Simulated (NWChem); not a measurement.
System: C4H7F; SMILES C=C[C@H](C)F

```xyz
12

C      0.0463     1.9349     0.2648
C     -0.5777     0.8946    -0.2843
C      0.0133    -0.4767    -0.4028
C     -0.7959    -1.5333     0.3232
F      1.2990    -0.4843     0.0953
H      1.0589     1.8310     0.6626
H     -0.4327     2.9148     0.3297
H     -1.5913     1.0020    -0.6887
H      0.0819    -0.7415    -1.4763
H     -0.3253    -2.5203     0.2069
H     -1.8189    -1.5856    -0.0780
H     -0.8538    -1.2920     1.3948
```
Atoms are numbered in this order, from 1.

Results from NWChem. Coordinates come from a PBE0/def2-SVP optimisation. Level: PBE/def2-SVP with SMD (1 M gas to 1 M solution), gas-phase geometry.

```json
[
 {"solvent": "water", "dielectric constant": "78.4", "solvation free energy (kcal/mol)": "0.5", "cavity-dispersion-structure term (kcal/mol)": "3.9", "dipole in solution (D)": "2.16"},
 {"solvent": "dichloromethane", "dielectric constant": "8.93", "solvation free energy (kcal/mol)": "(withheld)", "cavity-dispersion-structure term (kcal/mol)": "(withheld)", "dipole in solution (D)": "(withheld)"},
 {"solvent": "1-propanol", "dielectric constant": "20.5", "solvation free energy (kcal/mol)": "-3.0", "cavity-dispersion-structure term (kcal/mol)": "0.2", "dipole in solution (D)": "2.12"},
 {"solvent": "acetonitrile", "dielectric constant": "35.7", "solvation free energy (kcal/mol)": "-3.3", "cavity-dispersion-structure term (kcal/mol)": "0.0", "dipole in solution (D)": "2.14"},
 {"solvent": "ethylene glycol", "dielectric constant": "40.2", "solvation free energy (kcal/mol)": "-0.7", "cavity-dispersion-structure term (kcal/mol)": "2.7", "dipole in solution (D)": "2.14"}
]
```

**Question.** What belongs in the gaps?

**Answer.** 
- dichloromethane, solvation free energy (kcal/mol): -4.0
- dichloromethane, cavity-dispersion-structure term (kcal/mol): -1.0
- dichloromethane, dipole in solution (D): 2.07
